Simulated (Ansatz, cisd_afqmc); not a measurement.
System: Al, charge 0, doublet.

Total energies in aug-cc-pV(Q+d)Z, 3 correlated electrons, 5 frozen orbitals. Open shells are spin-unrestricted; no spin-orbit coupling. Correlated methods leave the cores frozen. No relativity. The Monte Carlo rows (phaseless AFQMC, CISD trial, step 0.005/hartree) carry one-sigma bars that omit the constraint's bias. Outlying blocks are dropped, and bars are widened where a walk drifts. Over all cases where full CI ran beside it in this data, AFQMC minus full CI had a median of +0.1 mEh and passed +0.4 mEh in a tenth of the cases. Full CI freezes restricted core orbitals and the other rows unrestricted ones, which leaves a small offset even where coupled cluster is exact.

```tsv
method	program	energy (Eh)	error against FCI (mEh)
HF	Ansatz	-241.88045	53.82
MP2	Ansatz	-241.91859	15.68
CCSD	Ansatz	-241.93253	1.74
CCSD(T)	Ansatz	-241.93382	0.45
CCSDT	Ansatz	-241.93428	-0.01
AFQMC/CISD	cisd_afqmc	-241.9342 ± 0.0001	0.1 ± 0.1
FCI	Ansatz	-241.93427	0.00
```

Ansatz is an electronic-structure program.
